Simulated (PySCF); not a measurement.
C$_{2}$H$_{6}$Zn (SMILES [CH3][Zn][CH3]), singlet, geometry from GFN2-xTB (such geometries of metal compounds can be far from the true shape); DF-CAMB3LYP/6-31G* (PySCF).

Input for PySCF:
```python
from pyscf import gto, scf, dft

mol = gto.M(
    atom='''
Zn    0.000000    0.000000   -0.000000
C     1.575398    0.215624   -1.281679
H     2.278918   -0.608188   -1.197157
H     2.129541    1.130113   -1.088322
H     1.249542    0.252484   -2.317637
C    -1.575398   -0.215624    1.281679
H    -2.129541   -1.130113    1.088322
H    -2.278918    0.608188    1.197157
H    -1.249542   -0.252484    2.317637
''',
    basis='6-31g*',
    charge=0,
    spin=0,
    verbose=4,
    max_memory=1800,
)

mf = dft.RKS(mol)
mf.xc = 'camb3lyp'
mf = mf.density_fit(auxbasis='def2-universal-jkfit')
mf.kernel()
```

The log (banner, timings and long lists left out):

```
PySCF version 2.14.0

[INPUT] verbose = 4
[INPUT] num. atoms = 9
[INPUT] num. electrons = 48
[INPUT] charge = 0
[INPUT] spin (= nelec alpha-beta = 2S) = 0
[INPUT] symmetry False subgroup None
[INPUT] Mole.unit = angstrom
[INPUT] Symbol           X                Y                Z      unit          X                Y                Z       unit  Magmom
[INPUT]  1 Zn     0.000000000000   0.000000000000   0.000000000000 AA    0.000000000000   0.000000000000   0.000000000000 Bohr   0.0
[INPUT]  2 C      1.575398000000   0.215624000000  -1.281679000000 AA    2.977070757188   0.407470305883  -2.422022289606 Bohr   0.0
[INPUT]  3 H      2.278918000000  -0.608188000000  -1.197157000000 AA    4.306530880342  -1.149308752247  -2.262298858106 Bohr   0.0
[INPUT]  4 H      2.129541000000   1.130113000000  -1.088322000000 AA    4.024249261032   2.135604059811  -2.056630515339 Bohr   0.0
[INPUT]  5 H      1.249542000000   0.252484000000  -2.317637000000 AA    2.361292161141   0.477125610835  -4.379699186159 Bohr   0.0
[INPUT]  6 C     -1.575398000000  -0.215624000000   1.281679000000 AA   -2.977070757188  -0.407470305883   2.422022289606 Bohr   0.0
[INPUT]  7 H     -2.129541000000  -1.130113000000   1.088322000000 AA   -4.024249261032  -2.135604059811   2.056630515339 Bohr   0.0
[INPUT]  8 H     -2.278918000000   0.608188000000   1.197157000000 AA   -4.306530880342   1.149308752247   2.262298858106 Bohr   0.0
[INPUT]  9 H     -1.249542000000  -0.252484000000   2.317637000000 AA   -2.361292161141  -0.477125610835   4.379699186159 Bohr   0.0

nuclear repulsion = 158.378661755264
number of shells = 36
number of NR pGTOs = 175
number of NR cGTOs = 74
basis = 6-31g*
ecp = {}

******** <class 'pyscf.df.df_jk.DFRKS'> ********
method = DFRKS
initial guess = minao
damping factor = 0
level_shift factor = 0
DIIS = <class 'pyscf.scf.diis.CDIIS'>
diis_start_cycle = 1
diis_space = 8
diis_damp = 0
SCF conv_tol = 1e-09
SCF conv_tol_grad = None
SCF max_cycles = 50
direct_scf = False
XC library pyscf.dft.libxc version 7.1.2
    S. Lehtola, C. Steigemann, M. J. T. Oliveira, and M. A. L. Marques,  SoftwareX 7, 1–5 (2018)
XC functionals = camb3lyp
    T. Yanai, D. P. Tew, and N. C. Handy,  Chem. Phys. Lett. 393, 51 (2004)
radial grids:
    Treutler-Ahlrichs [JCP 102, 346 (1995); DOI:10.1063/1.469408] (M4) radial grids

becke partition: Becke, JCP 88, 2547 (1988); DOI:10.1063/1.454033
pruning grids: <function nwchem_prune>
grids dens level: 3
symmetrized grids: False
atomic radii adjust function: <function treutler_atomic_radii_adjust>
small_rho_cutoff = 0
Set gradient conv threshold to 3.16228e-05
Initial guess from minao.
tot grids = 107728
******** <class 'pyscf.df.df.DF'> ********
auxbasis = def2-universal-jkfit
Create RSH-DF object <pyscf.df.df.DF object> for omega=0.33
******** <class 'pyscf.df.df.DF'> ********
auxbasis = auxmol.basis = def2-universal-jkfit
init E= -1858.42351129762
  HOMO = -0.296904233051992  LUMO = -0.0343639378353338  gap/eV = 7.14409
cycle= 1 E= -1858.88279401452  delta_E= -0.459  |g|= 0.418  |ddm|= 2.26
  HOMO = -0.245732695453634  LUMO = 0.0362131005468329  gap/eV = 7.67214
cycle= 2 E= -1858.88813665142  delta_E= -0.00534  |g|= 0.433  |ddm|= 0.617
  HOMO = -0.293015075191275  LUMO = 0.0350133459715209  gap/eV = 8.92611
cycle= 3 E= -1858.92527041474  delta_E= -0.0371  |g|= 0.0628  |ddm|= 0.281
  HOMO = -0.29813741849406  LUMO = 0.0346602528033377  gap/eV = 9.05589
cycle= 4 E= -1858.92566764688  delta_E= -0.000397  |g|= 0.0158  |ddm|= 0.0445
  HOMO = -0.296285486088985  LUMO = 0.035518046819075  gap/eV = 9.02883
cycle= 5 E= -1858.92574303849  delta_E= -7.54e-05  |g|= 0.00138  |ddm|= 0.0227
  HOMO = -0.296558726235277  LUMO = 0.0353177166343858  gap/eV = 9.03082
cycle= 6 E= -1858.92574367508  delta_E= -6.37e-07  |g|= 0.000234  |ddm|= 0.00337
  HOMO = -0.29652205407395  LUMO = 0.0353557768185974  gap/eV = 9.03086
cycle= 7 E= -1858.92574369955  delta_E= -2.45e-08  |g|= 2.97e-05  |ddm|= 0.000497
  HOMO = -0.296519048419669  LUMO = 0.0353594820527368  gap/eV = 9.03087
cycle= 8 E= -1858.92574370013  delta_E= -5.77e-10  |g|= 2.35e-06  |ddm|= 0.000107
  HOMO = -0.296519572691387  LUMO = 0.0353590571231174  gap/eV = 9.03088
Extra cycle  E= -1858.92574370015  delta_E= -1.93e-11  |g|= 1.73e-06  |ddm|= 6.6e-06
converged SCF energy = -1858.92574370015
```
